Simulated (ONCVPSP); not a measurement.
# O (Z = 8): variants of one ONCV potential

Base potential:

| Item | Value |
| --- | --- |
| Element | oxygen |
| Generator | ONCVPSP 4.0.1 |
| Type | optimised norm-conserving Vanderbilt (ONCV) |
| Functional | PBEsol |
| Relativity | scalar-relativistic |
| Frozen core | [He] |
| Valence charge | 6 |
| Reference configuration | 2s1 2p5 |
| Partial waves | 2s: rc 0.95 bohr, ncon 5, nbas 8, qcut 5.9 1/bohr, local; 2p: rc 1.95 bohr, ncon 3, nbas 7, qcut 5.9 1/bohr, 2 projectors, debl 0.8 Ha; d scattering state at 0.37 Ha: rc 2.05 bohr, ncon 4, nbas 8, qcut 4.4 1/bohr, 2 projectors, debl 1.9 Ha |
| Local potential | the s channel |
| Core correction | Teter function, fcfact 2.5, rcfact 1.7 |

Cutoffs, loose and tight: the cutoffs (Ha) at which the residual kinetic energy of the hardest occupied pseudo-wave falls to 1 and 0.1 mHa per electron. They do not see the model core or the augmentation charge, which bear on the density cutoff. Test errors are all-electron minus pseudo excitation energies from the reference, over the configurations 2s2 2p4; 2s2 2p3; 2s2 2p2; 2s2 2p0. A dash means not determined; rows that change the core or the reference have their own tests.

| change | outcome | cutoff, loose | cutoff, tight | bound ghosts | GHOST(+) flags above zero | largest test error (meV) |
| --- | --- | --- | --- | --- | --- | --- |
| base | generated | 144 Ha | 179 Ha | none | none | +11048 |
| s: qcut 4; p: qcut 4; d: qcut 3 | generated | 154 Ha | 185 Ha | none | d | +17932 |
| s: qcut 4.7; p: qcut 4.7; d: qcut 3.5 | generated | 152 Ha | 184 Ha | none | none | +14912 |
| s: qcut 5; p: qcut 5; d: qcut 3.8 | generated | 151 Ha | 183 Ha | none | none | +13823 |
| s: qcut 6; p: qcut 6; d: qcut 4.5 | generated | 143 Ha | 179 Ha | none | none | +10776 |
| s: qcut 6.6; p: qcut 6.6; d: qcut 4.9 | generated | 134 Ha | 174 Ha | none | none | +9334 |
| s: qcut 7; p: qcut 7; d: qcut 5.2 | generated | 126 Ha | 171 Ha | none | none | +8544 |
| s: qcut 7.7; p: qcut 7.7; d: qcut 5.7 | generated | 73 Ha | 163 Ha | none | none | +7184 |
| s: qcut 8.4; p: qcut 8.4; d: qcut 6.3 | generated | 42 Ha | 152 Ha | none | none | +6041 |
